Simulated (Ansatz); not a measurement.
Species: C2HNO, SMILES `N#CC=O` (charge 0, multiplicity 1).

Task: Give a relaxed geometry from PBE-D3(BJ)/def2-TZVP run with Ansatz (a first-principles code).

Result: the end point of this relaxation (outside a Z-matrix the atoms follow the SMILES, hydrogens last).
Bonded distances (Å): N1–C2 1.165, C2–C3 1.469, C3–O4 1.210, C3–H5 1.113. Bond angles (°): N1–C2–C3 178.5, C2–C3–O4 122.5, C2–C3–H5 114.1, O4–C3–H5 123.4.
